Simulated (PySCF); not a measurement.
Stepwise substitution at one centre (B Br-SH). All species are isolated molecules in the gas phase. One relaxed conformer stands for each flexible species; it need not be the lowest. Strings in code marks are SMILES.

These are PBE-D3(BJ)/def2-TZVP // r2SCAN-D4/def2-TZVP in PySCF 2.14.0 values and carry that method's errors. Excitations are Tamm–Dancoff values on a coarser integration grid. The basis has no diffuse functions, so Rydberg states are missing or too high.

```csv
species,LUMO (eV),HOMO (eV),brightest of the four lowest singlets (TDA) (eV)
0 of 3 Br replaced by SH (`BrB(Br)Br`),-2.94,-7.02,5.57
1 of 3 Br replaced by SH (`SB(Br)Br` (H–S–B–Br torsion 0°)),(withheld),-7.07,5.58
2 of 3 Br replaced by SH,(withheld),-6.68,5.62
3 of 3 Br replaced by SH (`SB(S)S`),(withheld),-6.41,5.68
```

**Question.** Some entries are withheld; supply them.

**Answer.** 
- 1 of 3 Br replaced by SH (`SB(Br)Br` (H–S–B–Br torsion 0°)), LUMO (eV): -2.46
- 2 of 3 Br replaced by SH, LUMO (eV): -2.01
- 3 of 3 Br replaced by SH (`SB(S)S`), LUMO (eV): -1.58
